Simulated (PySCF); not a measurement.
C4H4O3.
Cartesian coordinates in Å at the PBE0-D3(BJ)/def2-TZVP level; atoms count from 1:
```
atom  x, y, z in Å
O1    -2.118   -1.461   -2.320
C2    -1.309   -1.101   -1.533
C3    -1.263    0.184   -0.742
C4     0.000    0.076    0.090
C5     0.587   -1.264   -0.278
O6     1.575   -1.780    0.125
O7    -0.218   -1.876   -1.213
H8    -2.179    0.258   -0.155
H9    -1.263    1.019   -1.444
H10    0.743    0.846   -0.125
H11   -0.173    0.091    1.167
```

NICS = −σ at a ghost point: NICS(0) at the centroid of the ring atoms, NICS(1) 1 Å to either side along the normal of their mean plane, zz for the tensor component along that normal. Level: GIAO B97-2/pcSseg-2 (PySCF, non-relativistic, gas phase) on the PBE0-D3(BJ)/def2-TZVP geometry, one conformer.

Ring bond lengths (Å): C2–C3 1.509, C3–C4 1.517, C4–C5 1.509, C5–O7 1.377, O7–C2 1.376.

Problem. What do the NICS probes read (ppm)?

Solution. 
| ring | type | NICS(0) | NICS(1), two faces | NICS(1)zz, two faces | rms pucker (Å) | centre to ring atoms, mean (Å) |
| --- | --- | --- | --- | --- | --- | --- |
| C2–C3–C4–C5–O7 | 5-membered ring with O; formal bonds all single | -0.7 | -1.9 / -1.9 | -3.0 / -3.0 | 0.00 | 1.24 |

Problem. What do they say, and how far can they be read as aromaticity?

Solution. 
- C2–C3–C4–C5–O7: mean NICS(1)zz -3.0 ppm, near zero. C3, C4 have four or more neighbours, so the value isn't read as a sign of a π ring current.

Problem. What is the mean of the two in-plane components of NICS at the first NICS(1) probe listed for ring C2–C3–C4–C5–O7, 1 Å off the ring?

Solution. The isotropic value is a third of the trace: (3 × -1.9 − (-3.0))/2 = -1.3 ppm.

Problem. How do the values depend on the level or the medium?

Solution. 
| level | NICS(0), C2–C3–C4–C5–O7 | mean NICS(1)zz, C2–C3–C4–C5–O7 |
| --- | --- | --- |
| B97-2/pcSseg-2, gas | -0.7 | -3.0 |
| KT3/pcSseg-2, gas | -0.8 | -2.9 |
| PBE0/pcSseg-2, gas | -0.6 | -3.0 |
| wB97X-D/pcSseg-2, gas | -0.6 | -3.0 |
| WP04/pcSseg-2, IEF-PCM chloroform | -0.8 | -2.8 |
| wB97X-D/pcSseg-2, IEF-PCM chloroform | -0.6 | -2.9 |

The geometry is the same throughout; the continuum's cavity takes Bondi-type radii × 1.2.
